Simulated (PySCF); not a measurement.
F2GaI. Atoms are numbered in the order given.

```xyz
4

Ga     0.0000     0.0000    -1.1120
F      0.0000     1.4702    -2.0488
F      0.0000    -1.4702    -2.0488
I      0.0000     0.0000     1.3462
```

Geometry: B3LYP-D3(BJ)/def2-SVP. The def2 effective core potentials stand for the cores of I; spin–orbit coupling is left out.

Level of theory: CAM-B3LYP/def2-TZVPD (PySCF).

Mulliken values depend strongly on the basis, most of all with diffuse functions as here. ESP charges are fitted to the potential on shells at 1.4 to 2.0 van der Waals radii. Atomic charges (e):

```json
[
 {"atom": "Ga1", "Mulliken": "0.69", "ESP fit": "0.83"},
 {"atom": "F2", "Mulliken": "-0.29", "ESP fit": "-0.36"},
 {"atom": "F3", "Mulliken": "-0.29", "ESP fit": "-0.36"},
 {"atom": "I4", "Mulliken": "-0.11", "ESP fit": "-0.10"}
]
```
